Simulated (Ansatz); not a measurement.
`F[B]([AlH2])[SiH3]` + `CSB(C)C` → `CSB(F)[SiH3]` + `C[B](C)[AlH2]`  (redistribution)

Isolated molecules relaxed with PBE0-D4/def2-TZVP in Ansatz; ΔE leaves out vibrations. CCSD(T)/CBS is the MP2 limit (def2-TZVPP, def2-QZVPP) plus CCSD(T) − MP2 in def2-TZVPP, frozen cores. Functionals use def2-TZVPP. One conformer a species, not always the lowest.

`F[B]([AlH2])[SiH3]`:

Cartesian coordinates in Å:
```
F 0.764 -1.978 0.496
B 0.380 -0.755 0.134
Al 1.575 0.374 -1.283
Si -1.348 -0.007 0.943
H 2.735 1.340 -0.776
H 1.261 0.322 -2.843
H -2.317 0.207 -0.174
H -1.998 -0.843 1.990
H -1.052 1.341 1.513
```

`CSB(C)C`:

```xyz
14

C    -0.286   -1.447   -1.802
S    -0.760    0.247   -1.389
B    -0.090    0.560    0.237
C     0.706   -0.529    1.041
C    -0.372    1.985    0.829
H     0.796   -1.538   -1.890
H    -0.740   -1.686   -2.763
H    -0.653   -2.148   -1.053
H     1.422   -1.084    0.429
H     0.002   -1.274    1.433
H     1.236   -0.109    1.898
H    -0.991    2.633    0.206
H    -0.849    1.893    1.811
H     0.581    2.496    1.012
```

`CSB(F)[SiH3]`:

```xyz
11

C     1.617   -0.631    0.487
S     1.548    0.253   -1.090
B    -0.176    0.712   -1.227
F    -0.508    1.389   -2.325
Si   -1.595    0.269    0.160
H     1.020   -1.540    0.450
H     1.284    0.005    1.306
H     2.660   -0.898    0.650
H    -1.246    0.888    1.470
H    -2.935    0.758   -0.257
H    -1.669   -1.204    0.377
```

`C[B](C)[AlH2]`:

```xyz
12

C     0.840    0.125   -1.334
B     0.027   -0.008   -0.001
C     0.773   -0.591    1.248
Al   -2.029    0.586    0.109
H     0.273    0.063   -2.265
H     1.244    1.151   -1.299
H     1.710   -0.538   -1.394
H     0.563   -1.673    1.202
H     0.421   -0.264    2.229
H     1.863   -0.494    1.201
H    -2.461    2.096    0.410
H    -3.225   -0.453   -0.105
```

```tsv
species	r2SCAN-D4 energy (Eh)
`F[B]([AlH2])[SiH3]`	-659.56013
`CSB(C)C`	-542.77258
`CSB(F)[SiH3]`	-854.11673
`C[B](C)[AlH2]`	-348.21497
```

Task: Work out ΔE.

Result: ΔE = (-854.11673) + (-348.21497) − (-659.56013) − (-542.77258) = 0.00101 Eh = +0.6 kcal/mol. CCSD(T)/CBS gives +1.3 kcal/mol.

Largest T1 diagnostic among the species: 0.015.
